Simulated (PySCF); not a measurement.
# [Pb(NH2)2]2+ relaxed at several levels

Computed with PySCF 2.14.0, def2-SVP on the ligands, density fitting, scalar-relativistic core potentials, no spin-orbit coupling, vacuum. Each row is relaxed at its own level from the same template. Distances are means of the shortest metal–ligand contacts, charges and spins Mulliken's; removal energies are rigid, with the ligand's formal charge and no counterpoise, so too large; for an anion taken off a cation in vacuum most of it is the attraction of opposite charges, and multiply charged cations can part far more cheaply with an electron moved from ligand to metal.

```json
{"level": "PBE", "basis on the metal": "def2-SVP with ECP60", "point group": "C2", "M–NH2 (Å)": "2.206", "charge on M (e)": "1.29", "HOMO–LUMO gap (eV)": "1.07", "removal of one NH2 (eV)": "28.02", "strongest infrared band, degenerate modes summed (cm⁻¹)": "3202", "unstable modes (below −25 cm⁻¹)": "0"}
```

Task: What does the calculation give for PBE0, def2-SVP with ECP60?

Result: point group: C2, M–NH2 (Å): 2.086, charge on M (e): 1.37, HOMO–LUMO gap (eV): 3.85, removal of one NH2 (eV): 28.12, strongest infrared band, degenerate modes summed (cm⁻¹): 3332, unstable modes (below −25 cm⁻¹): 0.
```xyz
7

Pb    0.0000    0.0000   -0.0527
N     2.0048   -0.1163    0.5130
H     2.5756   -0.5718   -0.2249
H     2.3953    0.8302    0.6959
N    -2.0048    0.1163    0.5130
H    -2.5756    0.5718   -0.2249
H    -2.3953   -0.8302    0.6959
```

Moved off a saddle point of the template and relaxed again: PBE, PBE0. One start shape was tried for each, so a minimum needn't be the lowest isomer.
